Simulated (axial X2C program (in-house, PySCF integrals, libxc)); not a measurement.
# Spin–orbit effects along a row: molecules with Y, PBE0

All values come from calculations with an in-house all-electron X2C program for linear molecules (integrals from PySCF), spin-free (one-electron X2C) or two-component (2c: spin–orbit coupling with atomic mean-field Coulomb and Gaunt terms, which also bring small scalar terms), in Dyall basis sets with cores contracted in-house; open shells are unrestricted.

Basis sets: Al dyall-v3z, Cl dyall-av3z, Na dyall-cv3z, P dyall-v3z, S dyall-av3z, Si dyall-v3z, Y dyall-cv3z.

```tsv
molecule	spin-free state	Re (Å)	ωe (cm⁻¹)	De (eV)	2c state	Re 2c (Å)	ωe 2c (cm⁻¹)	De 2c (eV)
NaY	M_S = 1, Λ = 1	3.520	114.6	0.32	Ω = 1	3.606	115.0	n/a
AlY	M_S = 1, Λ = 0	2.804	263.7	1.60	Ω = 1	2.804	263.5	n/a
YSi	M_S = 3/2, Λ = 0	2.661	312.9	2.60	Ω = 3/2	2.660	313.0	n/a
YP	M_S = 0, Λ = 0	2.294	480.7	3.16	Ω = 0	2.294	480.8	n/a
YS	M_S = 1/2, Λ = 0	2.265	502.6	5.53	Ω = 1/2	2.265	502.6	n/a
YCl	M_S = 0, Λ = 0	2.378	381.5	5.23	Ω = 0	2.377	381.6	n/a
```

Each entry is the lowest single determinant of a limited PBE0 search at one distance. De goes to single-determinant-based atoms at the same level (for ions the charge split of lowest energy) and is withheld (n/a) where an atom does not fit its ground term or J level. Main or longest-lived isotopes. One determinant is a doubtful description, or other states lie close, for NaY, AlY, YSi, YP; these need not be ground states, and all values refer to the states named. Some open-shell Ω = 0 determinants are out of reach, so the Ω given for AlY need not be the lowest component. With several unpaired electrons the Ω given is that of one determinant, not necessarily of the lowest component. The functionals have no current term, which raises determinants with orbital currents. Where the atoms have a lower orbital projection than the molecule, De at mean-field level may be about a tenth of an eV too small. The lowest determinant changes configuration between the Hamiltonians for NaY, so two states are compared there.
